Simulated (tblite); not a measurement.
Species: C5H2F4.
Bonds: F1–C2, C2–F3, C2–C4 (double), C4–F5, C4–C6, C6–C7 (double), C7–F8, C7–C9, C6–C9. Hydrogens: H10, H11 on C9.

Computed with GFN2-xTB (tblite), gas phase: Langevin dynamics at 200 K from the optimised GFN2-xTB geometry, time step 0.5 fs, friction 0.01 fs⁻¹, 2000 steps. The instantaneous temperature is 2·E(kin)/(3Nk) with all 3N coordinates.

| t (fs) | T (K) | E(pot) above start (eV) | F1–C2 (Å) | C2–F3 (Å) | C2=C4 (Å) | C4–F5 (Å) | C4–C6 (Å) | C9–H10 (Å) | C2–C4–C6–C7 (°) |
| --- | --- | --- | --- | --- | --- | --- | --- | --- | --- |
| 0 | 176 | 0.000 | 1.321 | 1.325 | 1.341 | 1.347 | 1.416 | 1.084 | 180 |
| 25 | 78 | 0.182 | 1.338 | 1.329 | 1.325 | 1.336 | 1.428 | 1.090 | -172 |
| 50 | 210 | 0.110 | 1.333 | 1.297 | 1.358 | 1.339 | 1.415 | 1.087 | 174 |
| 75 | 120 | 0.223 | 1.353 | 1.315 | 1.333 | 1.377 | 1.433 | 1.096 | 180 |
| 100 | 167 | 0.129 | 1.332 | 1.305 | 1.331 | 1.353 | 1.418 | 1.090 | -165 |
| 125 | 141 | 0.183 | 1.317 | 1.304 | 1.364 | 1.368 | 1.398 | 1.062 | -157 |
| 150 | 259 | 0.165 | 1.318 | 1.320 | 1.323 | 1.321 | 1.436 | 1.089 | 176 |
| 175 | 162 | 0.263 | 1.333 | 1.361 | 1.326 | 1.330 | 1.416 | 1.088 | 173 |
| 200 | 195 | 0.318 | 1.290 | 1.357 | 1.373 | 1.343 | 1.398 | 1.097 | -173 |
| 225 | 232 | 0.310 | 1.290 | 1.366 | 1.327 | 1.381 | 1.414 | 1.061 | -155 |
| 250 | 178 | 0.307 | 1.302 | 1.362 | 1.308 | 1.375 | 1.418 | 1.096 | -147 |
| 275 | 196 | 0.261 | 1.319 | 1.330 | 1.355 | 1.341 | 1.383 | 1.101 | -131 |
| 300 | 115 | 0.326 | 1.329 | 1.323 | 1.365 | 1.369 | 1.424 | 1.050 | -130 |
| 325 | 191 | 0.239 | 1.345 | 1.324 | 1.326 | 1.364 | 1.406 | 1.090 | -142 |
| 350 | 115 | 0.360 | 1.331 | 1.296 | 1.339 | 1.369 | 1.398 | 1.110 | -160 |
| 375 | 172 | 0.285 | 1.338 | 1.284 | 1.340 | 1.358 | 1.440 | 1.087 | -138 |
| 400 | 214 | 0.182 | 1.330 | 1.311 | 1.344 | 1.342 | 1.454 | 1.061 | -151 |
| 425 | 274 | 0.146 | 1.342 | 1.338 | 1.333 | 1.321 | 1.414 | 1.111 | -144 |
| 450 | 181 | 0.218 | 1.319 | 1.342 | 1.342 | 1.325 | 1.419 | 1.083 | -155 |
| 475 | 241 | 0.133 | 1.291 | 1.339 | 1.341 | 1.352 | 1.449 | 1.078 | 175 |
| 500 | 130 | 0.251 | 1.308 | 1.370 | 1.349 | 1.334 | 1.442 | 1.110 | 159 |
| 525 | 193 | 0.177 | 1.308 | 1.354 | 1.344 | 1.353 | 1.432 | 1.099 | 161 |
| 550 | 204 | 0.195 | 1.317 | 1.317 | 1.353 | 1.358 | 1.407 | 1.078 | -178 |
| 575 | 184 | 0.218 | 1.338 | 1.306 | 1.332 | 1.330 | 1.441 | 1.108 | -169 |
| 600 | 103 | 0.260 | 1.371 | 1.304 | 1.322 | 1.348 | 1.424 | 1.088 | -171 |
| 625 | 222 | 0.195 | 1.335 | 1.292 | 1.367 | 1.360 | 1.429 | 1.059 | -163 |
| 650 | 199 | 0.132 | 1.331 | 1.319 | 1.365 | 1.334 | 1.415 | 1.066 | -174 |
| 675 | 182 | 0.188 | 1.318 | 1.351 | 1.354 | 1.341 | 1.422 | 1.130 | 173 |
| 700 | 182 | 0.216 | 1.283 | 1.368 | 1.317 | 1.342 | 1.422 | 1.133 | -176 |
| 725 | 107 | 0.295 | 1.281 | 1.390 | 1.334 | 1.348 | 1.441 | 1.040 | -171 |
| 750 | 164 | 0.166 | 1.294 | 1.364 | 1.361 | 1.352 | 1.399 | 1.071 | 179 |
| 775 | 170 | 0.154 | 1.318 | 1.357 | 1.355 | 1.381 | 1.398 | 1.119 | -177 |
| 800 | 260 | 0.106 | 1.331 | 1.314 | 1.325 | 1.343 | 1.392 | 1.068 | 177 |
| 825 | 137 | 0.236 | 1.324 | 1.301 | 1.357 | 1.341 | 1.428 | 1.068 | 159 |
| 850 | 189 | 0.145 | 1.338 | 1.327 | 1.363 | 1.346 | 1.407 | 1.119 | -160 |
| 875 | 170 | 0.227 | 1.325 | 1.318 | 1.355 | 1.376 | 1.411 | 1.092 | -144 |
| 900 | 109 | 0.183 | 1.319 | 1.301 | 1.331 | 1.392 | 1.408 | 1.082 | 176 |
| 925 | 100 | 0.175 | 1.327 | 1.306 | 1.338 | 1.335 | 1.402 | 1.076 | 153 |
| 950 | 139 | 0.211 | 1.338 | 1.350 | 1.370 | 1.333 | 1.404 | 1.111 | -175 |
| 975 | 186 | 0.132 | 1.313 | 1.321 | 1.348 | 1.323 | 1.409 | 1.062 | 178 |
| 1000 | 213 | 0.165 | 1.331 | 1.333 | 1.321 | 1.354 | 1.430 | 1.069 | 169 |

Problem. From 500 fs on, how do temperature and potential energy compare with equipartition?

Solution. The mean temperature of these 21 frames is 169 K against the target 200 K, and the mean potential energy 0.19 eV against 27 × kT/2 = 0.23 eV for 27 classical harmonic modes. For 11 atoms in a canonical ensemble the temperature itself scatters by T·√(2/(3N)) = 49 K; here its standard deviation is 42 K. The whole run lasts only 10 friction times of 100 fs, so these averages carry a wide statistical error.

Problem. What are the kinetic and total energies of the listed frame with the highest potential energy?

Solution. The one at 350 fs, 0.360 eV above the start. Its kinetic energy is 3NkT/2 = 0.163 eV at 115 K, so the sum is 0.52 eV; over the listed frames the sum runs from 0.25 to 0.64 eV, since the thermostat adds and removes energy.

Problem. How much do the listed bonds fluctuate from 500 fs on?

Solution. 
| bond | at the start (Å) | mean (Å) | standard deviation (Å) |
| --- | --- | --- | --- |
| F1–C2 | 1.321 | 1.321 | 0.020 |
| C2–F3 | 1.325 | 1.332 | 0.027 |
| C2=C4 | 1.341 | 1.346 | 0.016 |
| C4–F5 | 1.347 | 1.349 | 0.017 |
| C4–C6 | 1.416 | 1.417 | 0.015 |
| C9–H10 | 1.084 | 1.088 | 0.025 |

The motion is classical and holds no zero-point motion.

What follows is the cost of the whole dynamics run. On Arm Neoverse V1, one thread, shared host with 32 logical CPUs at a one-minute load of 33, this took 9.5 s of wall time and 0.18 GiB of memory at its peak.
